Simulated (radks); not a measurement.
The numbers below are computed, except where a source is named.
Charge is removed step by step from the 2s down level of Ne, starting from [He] 2s(up 1, down 1) 2p6. Code: a radial shooting solver on a logarithmic mesh with Libxc functionals. Model: non-relativistic Kohn-Sham, PBEsol, spin-polarised, spherical densities, point nucleus.

removed (e)  E - E(0) (eV)  eigenvalue (eV)  E minus straight line (eV)
0                    0.000          -36.074                       0.000
0.125                4.642          -38.202                      -0.980
0.25                 9.552          -40.379                      -1.691
0.375               14.738          -42.603                      -2.127
0.5                 20.205          -44.868                      -2.282
0.625               25.957          -47.173                      -2.151
0.75                32.000          -49.515                      -1.730
0.875               38.337          -51.890                      -1.015
1                   44.974          -54.297                       0.000

Removing the whole electron costs 44.974 eV by Delta-SCF, against 36.074 eV from minus the eigenvalue at the starting occupation. Slater's transition state (half an electron removed) gives 44.868 eV. Integrating minus the eigenvalue over the occupation (Janak's theorem) gives 44.974 eV. The mean slope of the eigenvalue, de/dn, is 18.2 eV per electron.
